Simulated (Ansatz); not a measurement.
Reaction (ligand exchange at a Ge–C bond): `O[SiH](O)[CH2][GeH3]` + `CN[SiH2]O` → `C[N]([GeH3])[SiH2]O` + `C[SiH](O)O`

Calculated with Ansatz (gas phase, PBE0-D4/def2-TZVP geometries, no zero-point term in ΔE). CBS: MP2 limit from def2 TZ/QZ plus the TZ coupled-cluster correction, frozen cores. For Ge outer-core shells are correlated without core-valence functions, which leaves a few kJ/mol of doubt a bond. Scalar relativity is left out up to krypton. One conformer a species, not always the lowest.

```tsv
species	CCSD(T)/CBS(def2) energy (Eh)
`O[SiH](O)[CH2][GeH3]`	-2558.52011
`CN[SiH2]O`	-461.28708
`C[N]([GeH3])[SiH2]O`	-2538.60305
`C[SiH](O)O`	-481.21022
```

(1) Work out ΔE.

Largest T1 diagnostic among the species: 0.012.

Results:

(1) ΔE = (-2538.60305) + (-481.21022) − (-2558.52011) − (-461.28708) = -0.00608 Eh = -3.8 kcal/mol.

The D4 term adds −0.8 kcal/mol with B3LYP and −0.4 kcal/mol with PBE0; it sums over pairs of atoms, weighted by their polarisabilities, and B3LYP, whose exchange is more repulsive, gets the larger term.

B3LYP here is the variant with VWN-RPA as its local correlation; programs differ in this.
